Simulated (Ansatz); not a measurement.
Cost and result up the ladder for Ag₁₂Bi (13 atoms). Charge 0, multiplicity 2. Geometry: PBE-D4/def2-SVP.

```xyz
13

Bi    1.7371    1.6160   -2.5276
Ag    0.9525    2.0606    0.1879
Ag   -0.9963    1.2987   -1.7578
Ag   -0.5005    1.4820    2.5299
Ag    2.9403    0.0053   -0.5651
Ag    2.0730   -2.7043   -0.0538
Ag   -1.9731    0.0646    0.6035
Ag   -1.1760   -1.2975    2.8868
Ag    0.6172   -0.9830   -1.7580
Ag   -0.6971   -2.4646    0.3448
Ag    1.0431   -0.5368    1.4102
Ag   -1.8537    2.8249    0.4555
Ag   -2.1665   -1.3658   -1.7563
```

Ansatz on 2 threads of AMD EPYC 7R13 on a shared host and a share (18 GiB) of an NVIDIA H100 80GB HBM3. Times are rough, and most runs start from the orbitals of an earlier one. PBE0-D4/def2-TZVP serves as the yardstick here, not as an exact answer. Differences are given only for rows in sets of like size (and for xTB, whose basis is part of the method), since another set adds its own error. Binding counts from free atoms at the same level (Bi quartet, Ag doublet; other spins of the atoms weren't run), without zero-point energy or a counterpoise term.

In the def2 sets Ag, Bi take a core potential; there is no spin–orbit coupling. HSE06 is defined as in plane-wave codes, on full-range PBE exchange. Correlated methods freeze 4 core orbitals; core or outer-core shells of Bi, Ag are correlated, in sets that lack core-valence functions. The rows differ in basis, and correlated rows in double-zeta sets carry the largest basis error. Single mean-field runs in def2-TZVP are fitted with def2-universal-jkfit. No other spin state of charge 0 was run. The structure comes from a short search, and lower isomers may exist.

Run but left out: MP2/def2-SVP (⟨S²⟩ 1.29, where a pure state has 0.75).

Correlated methods converge slowly with the basis, most of all in double-zeta sets.

```json
{"level": "HSE06-D4/def2-TZVP", "functions": "530", "binding energy per atom (eV)": "1.70", "difference from PBE0-D4/def2-TZVP (eV)": "0.00"}
{"level": "PBE-D4/def2-TZVP (with forces)", "functions": "530", "binding energy per atom (eV)": "1.89", "difference from PBE0-D4/def2-TZVP (eV)": "0.18"}
{"level": "r2SCAN-D4/def2-TZVP", "functions": "530", "binding energy per atom (eV)": "1.89", "difference from PBE0-D4/def2-TZVP (eV)": "0.19"}
{"level": "PBE0-D4/def2-SVP", "functions": "398", "binding energy per atom (eV)": "1.67", "difference from PBE0-D4/def2-TZVP (eV)": "–"}
{"level": "PBE0-D4/def2-TZVP", "functions": "530", "binding energy per atom (eV)": "1.70", "difference from PBE0-D4/def2-TZVP (eV)": "0.00"}
{"level": "RPA@PBE/def2-SVP", "functions": "398", "binding energy per atom (eV)": "1.86", "difference from PBE0-D4/def2-TZVP (eV)": "–"}
{"level": "PBE-D4/def2-SVP", "functions": "398", "binding energy per atom (eV)": "1.85", "difference from PBE0-D4/def2-TZVP (eV)": "–"}
```

(1) Estimate how long each takes.

Answers

(1) PBE-D4/def2-SVP 6.5 s; PBE0-D4/def2-TZVP 8.5 s; PBE0-D4/def2-SVP 9 s; HSE06-D4/def2-TZVP 10 s; r2SCAN-D4/def2-TZVP 13 s; RPA@PBE/def2-SVP 13 s; PBE-D4/def2-TZVP (with forces) 15 s. On shared hardware such times vary by a factor of up to 3.
